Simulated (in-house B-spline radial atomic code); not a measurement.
Values are calculated unless marked as measured or tabulated.
Impurity-limited mobility of n-type InAs at n = 1.0862e17 cm⁻³, compensation 0.3

For InAs the NSM archive of the Ioffe Institute lists m* = 0.023 m0 and ε = 15.15.

One parabolic, isotropic band at zero temperature, uniform dielectric constant, impurities scattering independently, no phonons and no central-cell term; real bands flatten as E_F rises, which lowers the mobility at the highest densities. In effective units each ion is a point charge Z in an electron gas; its screened potential is solved self-consistently in the LDA with open boundaries (B-splines, partial waves to l = 16), which gives the phase shifts δ_l at the Fermi level.

(1) Put the electron gas into effective units.

Self-consistent phase shifts (rad):

| l | donor, Z = +1 | acceptor, Z = −1 |
| --- | --- | --- |
| 0 | 0.3009 | -0.2800 |
| 1 | 0.1216 | -0.1194 |
| 2 | 0.0581 | -0.0587 |
| 3 | 0.0297 | -0.0306 |
| 4 | 0.0158 | -0.0164 |
| 5 | 0.0086 | -0.0090 |
| 6 | 0.0047 | -0.0050 |
| 7 | 0.0026 | -0.0028 |
| 8 | 0.0015 | -0.0016 |

With all partial waves the Friedel sums are 0.998 and -0.998, and Σ (l + 1) sin²(δ_l − δ_(l+1)) is 0.04345 for the donor and 0.03653 for the acceptor. The screened donor binds no level.

(2) Find the transport cross sections, and compare them with the Born approximation for Thomas-Fermi screening (Brooks-Herring).

(3) With N_A/N_D = 0.3 and n = N_D − N_A, what are the mobility and the resistivity?

Answers

(1) a* = 0.0529177 nm × 15.15/0.023 = 34.86 nm and Ha* = 27211.386 meV × 0.023/15.15² = 2.727 meV. From 4π (r_s a*)³/3 = 1/n, r_s = 0.373. Then k_F = 1.91916/r_s = 5.1452 per a*, E_F = k_F²/2 = 13.2365 Ha* = 36.1 meV, and Mott's number n^(1/3) a* = 1.663.

(2) σ_tr = (4π/k_F²) × sum: 0.02062 a*² for the donor and 0.01734 a*² for the acceptor. Thomas-Fermi gives q_s² = 4k_F/π = 6.5511, so b = 4k_F²/q_s² = 16.164, and σ_Born = (2π/k_F⁴)(ln(1 + b) − b/(1 + b)) = 0.008965 × 1.9011 = 0.01704 a*² for either sign. The donor scatters 1.21 times and the acceptor 1.02 times as much. Two things differ from Brooks-Herring. First order with Lindhard's response and the LDA kernel gives 1.13 times σ_Born for either sign: screening weakens at large momentum transfer, and the exchange-correlation potential of the screening charge adds to the ion's own, which is the larger part in a thin gas. Higher orders then split the signs, leaving the donor at 1.07 and the acceptor, which keeps the electrons out, at 0.90 of that.

(3) N_D = 1.55e17 and N_A = 4.66e16 cm⁻³. μ = e/(ħ k_F Σ N σ_tr), with e/ħ = 15.193 cm²/(V·s) per nm². Here k_F = 0.1476 nm⁻¹, a*² = 1215 nm², 1 cm⁻³ = 1e-21 nm⁻³, and Σ N σ_tr = 0.004869 nm⁻¹, a mean free path of 205 nm. So μ = 21100 cm²/(V·s) and ρ = 1/(n e μ) = 0.00272 Ω·cm. Brooks-Herring would give 24600 cm²/(V·s). k_F times the mean free path is 30.3.
